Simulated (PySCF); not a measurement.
# Magnetic susceptibility: `C=CC[P@H](=O)CC`, C5H11OP

Geometry:
```tsv
atom	x (Å)	y (Å)	z (Å)
C1	-2.588	0.912	-0.177
C2	-1.991	-0.073	-0.823
C3	-1.259	-1.184	-0.160
P4	0.557	-1.107	-0.445
O5	1.300	-2.201	0.185
C6	1.103	0.571	0.045
C7	2.580	0.717	-0.289
H8	-2.596	0.961	0.899
H9	-3.096	1.708	-0.695
H10	-1.997	-0.100	-1.905
H11	-1.576	-2.161	-0.539
H12	-1.399	-1.178	0.926
H13	0.671	-1.079	-1.838
H14	0.499	1.324	-0.463
H15	0.940	0.660	1.123
H16	2.736	0.624	-1.363
H17	3.147	-0.070	0.205
H18	2.962	1.683	0.037
```

The calculation used GIAO PBE/pcSseg-1 magnetisability, rotational g tensor and spin-rotation constants, non-relativistic, gas phase (PySCF). Geometry: GFN2-xTB.

Task: How diamagnetic is it, and how anisotropic?

Result: Isotropic -1216 × 10⁻³⁰ J/T², or -73.2 × 10⁻⁶ cm³/mol; principal values -1308, -1229, -1112 × 10⁻³⁰ J/T², anisotropy 170 × 10⁻³⁰ J/T² (root of half the summed squared differences of the principal values). The susceptibility is in cgs units.

Task: Split it along the inertial axes a, b, c into diamagnetic and paramagnetic parts about the centre of mass, with the quadrupole moment.

Result: 
```csv
axis,χ (10⁻⁶ cm³/mol),diamagnetic (10⁻⁶ cm³/mol),paramagnetic (10⁻⁶ cm³/mol),summed x² of all electrons (Å²),quadrupole Θ (D Å)
a,-77.9,-498.5,420.5,204.7,-3.51
b,-73.8,-979.3,905.4,91.3,-2.24
c,-68.0,-1255.9,1187.9,26.1,+5.75
```
Anisotropies 2χaa − χbb − χcc = -14.0 and 2χbb − χaa − χcc = -1.7 × 10⁻⁶ cm³/mol. Θ is traceless in Buckingham's convention.

Task: And the rotational g tensor?

Result: 
| axis | rotational constant (GHz) | g | nuclear part | electronic part |
| --- | --- | --- | --- | --- |
| a | 3.2223 | -0.0217 | 0.6149 | -0.6366 |
| b | 1.4175 | -0.0128 | 0.5902 | -0.6029 |
| c | 1.0671 | -0.0149 | 0.5806 | -0.5955 |

Asymmetric top; isotopes 12C, 1H, 16O, 31P; no vibrational averaging.
